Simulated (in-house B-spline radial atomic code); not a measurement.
The iridium ion Ir⁴⁺: [Xe] 4f14 5d4 8p1 (an excited or competing configuration)

Method: Dirac-Hartree-Fock, average of configuration, Fermi nucleus of rms radius 5.4032 fm. Calculated with a B-spline radial code for spherical atoms.

Effective charges: Z_r = [3n² - l(l+1)]/(2<r>) from the radius, Z_e = n√(-2ε) from the energy, and Slater's rules. Values are occupation-weighted means over j. An effective charge above Z reflects the relativistic contraction of the inner shells.

```json
{"shell": "1s", "electrons": "2", "ε (eV)": "-76670", "<r> (bohr)": "0.01744", "Z_r": "86.01", "Z_e": "75.07", "Slater": "76.70"}
{"shell": "2s", "electrons": "2", "ε (eV)": "-13604", "<r> (bohr)": "0.07292", "Z_r": "82.28", "Z_e": "63.24", "Slater": "72.85"}
{"shell": "2p", "electrons": "6", "ε (eV)": "-11919", "<r> (bohr)": "0.06576", "Z_r": "76.03", "Z_e": "59.20", "Slater": "72.85"}
{"shell": "3s", "electrons": "2", "ε (eV)": "-3293.4", "<r> (bohr)": "0.1895", "Z_r": "71.23", "Z_e": "46.67", "Slater": "65.75"}
{"shell": "3p", "electrons": "6", "ε (eV)": "-2785.7", "<r> (bohr)": "0.1901", "Z_r": "65.76", "Z_e": "42.93", "Slater": "65.75"}
{"shell": "3d", "electrons": "10", "ε (eV)": "-2179.9", "<r> (bohr)": "0.1734", "Z_r": "60.57", "Z_e": "37.97", "Slater": "55.85"}
{"shell": "4s", "electrons": "2", "ε (eV)": "-784.91", "<r> (bohr)": "0.4233", "Z_r": "56.70", "Z_e": "30.38", "Slater": "49.25"}
{"shell": "4p", "electrons": "6", "ε (eV)": "-613.82", "<r> (bohr)": "0.4485", "Z_r": "51.28", "Z_e": "26.87", "Slater": "49.25"}
{"shell": "4d", "electrons": "10", "ε (eV)": "-389.13", "<r> (bohr)": "0.4782", "Z_r": "43.91", "Z_e": "21.39", "Slater": "37.85"}
{"shell": "5s", "electrons": "2", "ε (eV)": "-173.92", "<r> (bohr)": "0.9801", "Z_r": "38.26", "Z_e": "17.88", "Slater": "19.35"}
{"shell": "4f", "electrons": "14", "ε (eV)": "-142.42", "<r> (bohr)": "0.5287", "Z_r": "34.05", "Z_e": "12.94", "Slater": "26.45"}
{"shell": "5p", "electrons": "6", "ε (eV)": "-124.87", "<r> (bohr)": "1.108", "Z_r": "32.95", "Z_e": "15.15", "Slater": "19.35"}
{"shell": "5d", "electrons": "4", "ε (eV)": "-67.659", "<r> (bohr)": "1.429", "Z_r": "24.15", "Z_e": "11.15", "Slater": "7.95"}
{"shell": "8p", "electrons": "1", "ε (eV)": "-13.014", "<r> (bohr)": "7.733", "Z_r": "12.28", "Z_e": "7.82", "Slater": "5.00"}
```

The least bound orbital is 8p3/2 at -12.87 eV, and it is also the most diffuse (<r> = 7.818 bohr).

Spin-orbit splittings of the orbital energies (j = l + 1/2 above j = l - 1/2 when positive): 2p 1631 eV, 3p 362.2 eV, 3d 77.5 eV, 4p 86.64 eV, 4d 16.32 eV, 4f 3.292 eV, 5p 14.83 eV, 5d 1.612 eV, 8p 0.4235 eV.

For the 1s electron the small component carries 8.5 % of the norm, the zero-frequency Breit interaction raises the level by 277.8 eV, self-energy by 176 eV, and vacuum polarisation lowers it by 34.82 eV.
